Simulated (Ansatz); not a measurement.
Ansatz (a quantum-chemistry and plane-wave program) input (B3LYP/6-31G* with LANL2DZ past Ar): The .json file joins the Basis Set Exchange's 6-31G* for atoms up to Ar and LANL2DZ past it.

Ansatz 0.2 input:
```yaml
crystal:
  periodic: [false, false, false]
  atoms:
    - {symbol: Hg, position_ang: [-0.00939283, 0.25671129, 0.06036335]}
    - {symbol: Cl, position_ang: [1.77579843, -0.14127887, -1.83710570]}
    - {symbol: Cl, position_ang: [-1.73159686, -1.06677427, 1.55304286]}
basis:
  gaussian:
    orbitals: 6-31Gs+LANL2DZ.json
hamiltonian:
  xc: {name: B3LYP}
total_charge: -1
magnetization: {spin_polarized: true, initial_magnetization: 1}
relax: {f_tol: 0.003, max_steps: 120}
```

From the last part of the output:

```
reference -26212.29703054 eV, -963.2841485393 hartree; 24, 23 occupied and 32, 33 virtual orbitals, 665 factors
relax step   3: F+E_penalty+E_count = -26212.29679401 eV  Δ(F+E_penalty+E_count) = -3.748e-3 eV  max|allowed force component| = 1.964e-2 eV/Å  Δτ_max = 0.0317 Å  (31 SCF iters, accepted)
these checks for a lower state are left out or cut short: starts, cluster_reference, orbital_swaps, neighbouring_geometries, increment
integrals: 0.02 GiB planned
665 factors; integrals over basis functions are off by at most 2.0e-4 eV
mean field: 0.28 GiB planned
mean field evaluation 32: about -26212.2567 eV, gradient 1.9e-1 eV
mean field -26212.29703617 eV, -963.2841487463 hartree, gradient 7.6e-6 eV, S^2 0.752364; 0 other end points of the search recorded, 0 dependent functions left out
the calculation of the forces begins
reference -26212.29727285 eV, -963.2841574440 hartree; 24, 23 occupied and 32, 33 virtual orbitals, 665 factors
relax step   4: F+E_penalty+E_count = -26212.29703617 eV  Δ(F+E_penalty+E_count) = -2.422e-4 eV  max|allowed force component| = 4.467e-3 eV/Å  Δτ_max = 0.0159 Å  (26 SCF iters, accepted)
these checks for a lower state are left out or cut short: starts, cluster_reference, orbital_swaps, neighbouring_geometries, increment
integrals: 0.02 GiB planned
665 factors; integrals over basis functions are off by at most 2.0e-4 eV
mean field: 0.28 GiB planned
mean field -26212.29711536 eV, -963.2841516562 hartree, gradient 8.8e-6 eV, S^2 0.752362; 0 other end points of the search recorded, 0 dependent functions left out
the calculation of the forces begins
reference -26212.29735207 eV, -963.2841603555 hartree; 24, 23 occupied and 32, 33 virtual orbitals, 665 factors
relax step   5: F+E_penalty+E_count = -26212.29711536 eV  Δ(F+E_penalty+E_count) = -7.918e-5 eV  max|allowed force component| = 1.270e-3 eV/Å  Δτ_max = 0.0144 Å  (26 SCF iters, accepted)
integrals: 0.02 GiB planned
665 factors; integrals over basis functions are off by at most 2.0e-4 eV
mean field: 0.28 GiB planned
mean field -26212.29711536 eV, -963.2841516562 hartree, gradient 8.8e-6 eV, S^2 0.752362; 1 other end points of the search recorded, 0 dependent functions left out
the calculation of the forces begins
reference -26212.29735207 eV, -963.2841603555 hartree; 24, 23 occupied and 32, 33 virtual orbitals, 665 factors
Total energy: -26212.29735207 eV, -963.2841603555 hartree
Atom 0 at    -0.013536     0.369947     0.086990 Å, force    -0.000046     0.001251     0.000294 eV/Å
Atom 1 at     1.801373    -0.191695    -1.873136 Å, force     0.001185    -0.000319    -0.001270 eV/Å
Atom 2 at    -1.753028    -1.129594     1.562447 Å, force    -0.001139    -0.000932     0.000976 eV/Å
Dipole moment:    -0.026547     0.725558     0.170608 e Å
```

The dipole moment of an ion depends on the origin.
